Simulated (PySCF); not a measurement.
C5H8F2.
Atom-mapped SMILES: `[CH3:1]/[C:2](=[CH:3]/[F:4])[C@H:5]([CH3:6])[F:7]` (hydrogens: H8, H9, H10 on C1; H11 on C3; H12 on C5; H13, H14, H15 on C6)

Cartesian coordinates in Å at the GFN2-xTB level; atoms count from 1:
```
atom  x, y, z in Å
C1    -1.5238   -0.8889   -0.0633
C2    -0.6139    0.2846    0.0958
C3    -0.9587    1.4966   -0.3072
F4    -0.1391    2.5592   -0.1682
C5     0.7417    0.0317    0.7121
C6     1.7833   -0.3251   -0.3434
F7     0.6523   -1.0098    1.6185
H8    -1.0358   -1.6625   -0.6539
H9    -1.7466   -1.3156    0.9133
H10   -2.4510   -0.5995   -0.5483
H11   -1.8909    1.7654   -0.7793
H12    1.0695    0.9051    1.2900
H13    2.7307   -0.5507    0.1397
H14    1.9154    0.5146   -1.0194
H15    1.4625   -1.1971   -0.9084
```

Method: PySCF 2.14.0, density-fitted response routines, TDDFT CAM-B3LYP/def2-SVPD, vertical, gas phase, core orbitals frozen in the response.

Ground-to-excited transition dipoles (e·a0, same axes as the geometry; the sign carries no meaning), for the states with f of 0.002 or more among the lowest 7:

```csv
state,E (hartree),μx,μy,μz
S1,0.2555,-0.170,0.078,0.187
S2,0.2646,-0.500,1.165,-0.322
S3,0.2777,0.126,-0.406,0.208
S4,0.2883,-0.073,-0.117,-0.037
S5,0.3035,0.131,0.036,-0.075
S6,0.3094,-0.105,0.055,0.029
S7,0.3247,0.066,0.160,0.115
```

(1) What oscillator strength does each state have?

(2) Which bond between heavy atoms lies closest to the direction of the S2 transition dipole?

(3) What angle do the transition dipoles of S2 and S3 make?

(4) What peak molar absorption coefficient would the strongest computed level give as a lone Gaussian band 0.4 eV wide at half height?

Answers

(1) f = (2/3) ΔE |μ|² with ΔE in hartree (27.2114 eV).

```csv
state,|μ|² (au),|μ| (D),f
S1,0.070,0.67,0.012
S2,1.710,3.32,0.302
S3,0.224,1.20,0.041
S4,0.020,0.36,0.004
S5,0.024,0.40,0.005
S6,0.015,0.31,0.003
S7,0.043,0.53,0.009
```

(2) C2–C3, at 8° from it; next C5–F7 at 36°.

(3) |cos θ| = |μa·μb| / (|μa| |μb|) = 0.97, so θ ≈ 13° (taken between 0 and 90°, since the signs are arbitrary).

(4) ε(max) = 2.175×10⁸ f / FWHM, with the width in cm⁻¹. S2: 2.175×10⁸ × 0.3016 / 3226 ≈ 20000 L mol⁻¹ cm⁻¹.

The run took 70 s wall on one thread, Arm Neoverse V1, shared host.

One conformer stands for the species.
